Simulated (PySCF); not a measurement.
Ga(H)(OH)(OMe) (CH5GaO2), SMILES [O]([GaH][OH])C.

Geometry: PBE-D3(BJ)/def2-SVP. The values are those of a single conformer.

Level of theory: IEF-PCM-B3LYP/def2-SVP (PySCF).

The values are the electrostatic part of the solvation free energy, E(continuum) − E(gas) at the gas-phase geometry, in a cavity of scaled van der Waals radii (PySCF's table); cavitation and dispersion terms are not included. A continuum can't describe solvent molecules that bind to the metal. In vacuum the orbital gap is 6.58 eV. The dipole moment in vacuum is 1.78 D.

Estimate the values in water (ε = 78.36), acetone (ε = 20.49), n-hexane (ε = 1.88). (The exact figures need the calculation; the answer reports its results.)


```
solvent       ε  ΔG(elec) (kcal/mol)  dipole (D)  gap (eV)
--------  -----  -------------------  ----------  --------
water     78.36                 -6.8        2.27      6.97
acetone   20.49                 -6.4        2.24      6.95
n-hexane   1.88                 -2.4        1.94      6.71
```
